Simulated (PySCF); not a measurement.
Job file and geometry (Å, from GFN2-xTB) of an NMR shielding run on (CF3)2C(OH)2 (OC(O)(C(F)(F)F)C(F)(F)F, C₃H₂F₆O₂), PySCF, GIAO PBE0/pcSseg-1 NMR shielding, non-relativistic, gas phase; density fitting, a coarse starting grid and PySCF grid level 2 are the driver's defaults:

```
$ OMP_NUM_THREADS=1 python probes_run.py task.json out

{"job": {"kind": "nmr", "xc": "PBE0", "basis": "pcSseg-1"}, "charge": 0, "multiplicity": 1}
O      0.025402     0.516915    -1.513580
C     -0.016262     0.316163    -0.148776
O     -0.124783     1.483525     0.579257
C     -1.238589    -0.611879     0.102146
F     -1.241126    -1.103439     1.339942
F     -1.294593    -1.629304    -0.743683
F     -2.362176     0.102279    -0.039434
C      1.287160    -0.369117     0.350530
F      1.380259    -1.626338    -0.078805
F      2.341451     0.293720    -0.140924
F      1.391599    -0.377092     1.670705
H      0.794162     1.052111    -1.764757
H     -0.946894     1.952941     0.369652
```

Task: Write the output of this run.

Result: 
```
coarse grid: 13192 points
cycle   1  E = -863.6573746301  dE =  2.193e+00  |g| = 1.460e+00  |ddm| = 3.242e+00
cycle   2  E = -863.2037627112  dE =  4.536e-01  |g| = 2.279e+00  |ddm| = 2.027e+00
cycle   3  E = -864.0090692365  dE = -8.053e-01  |g| = 9.207e-02  |ddm| = 1.291e+00
cycle   4  E = -864.0101614874  dE = -1.092e-03  |g| = 5.403e-02  |ddm| = 1.146e-01
cycle   5  E = -864.0106882424  dE = -5.268e-04  |g| = 1.227e-02  |ddm| = 4.342e-02
cycle   6  E = -864.0107102854  dE = -2.204e-05  |g| = 3.132e-03  |ddm| = 8.006e-03
cycle   7  E = -864.0107118541  dE = -1.569e-06  |g| = 6.402e-04  |ddm| = 2.167e-03
final grid: 136408 points
cycle   8  E = -864.1315392513  dE = -6.361e-05  |g| = 1.021e-02  |ddm| = 2.621e-02
cycle   9  E = -864.1315215910  dE =  1.766e-05  |g| = 1.468e-02  |ddm| = 1.429e-02
cycle  10  E = -864.1315565859  dE = -3.499e-05  |g| = 4.097e-04  |ddm| = 8.230e-03
cycle  11  E = -864.1315565974  dE = -1.144e-08  |g| = 2.947e-04  |ddm| = 4.263e-04
cycle  12  E = -864.1315566091  dE = -1.172e-08  |g| = 5.093e-05  |ddm| = 1.802e-04
cycle  13  E = -864.1315566095  dE = -4.404e-10  |g| = 1.132e-05  |ddm| = 3.930e-05
converged SCF energy = -864.1315566095

GIAO shielding tensors (ppm)
atom      isotropic    diamagn.    paramagn.     s11        s22        s33       span
  0 O      248.830     388.692    -139.862    201.332    258.453    286.704     85.372
  1 C       91.487     242.478    -150.991     71.041    100.593    102.828     31.788
  2 O      249.052     388.712    -139.660    202.320    257.891    286.946     84.626
  3 C       57.414     240.216    -182.802     50.978     59.401     61.863     10.884
  4 F      266.114     472.143    -206.029    192.040    263.651    342.651    150.611
  5 F      265.397     471.163    -205.767    190.320    272.238    333.633    143.313
  6 F      274.042     471.535    -197.493    194.363    272.087    355.677    161.313
  7 C       57.415     240.252    -182.836     50.992     59.378     61.876     10.884
  8 F      266.231     472.137    -205.906    192.169    263.787    342.738    150.568
  9 F      274.102     471.536    -197.435    194.530    272.016    355.759    161.229
 10 F      265.483     471.193    -205.710    190.444    272.303    333.701    143.258
 11 H       28.622      30.976      -2.354     20.690     25.391     39.783     19.093
 12 H       28.610      30.993      -2.384     20.655     25.389     39.785     19.129
```

Task: Turn these shieldings into chemical shifts. Scale: H2O for ¹⁷O (σref 336.08); TMS for ¹³C (σref 186.93), ¹H (σref 31.72); CFCl3 for ¹⁹F (σref 170.95) (reference shieldings calculated alike).

Result: Averaging equivalent atoms: O 0/2: 87.1; C 3/7: 129.5; C 1: 95.4; F 4/5/6/8/9/10: -97.6; H 11/12: 3.10 ppm. Unscaled 19F shifts against computed CFCl3 carry errors that often reach 10 to 50 ppm. Experimental scales use liquid or dissolved standards, which lie at an offset from isolated H2O (liquid H2O: subtract about 36 ppm).

Size and cost of the density-fitted run: 197 basis functions, 35 s wall time on 1 thread of an Arm Neoverse V2, shared host.
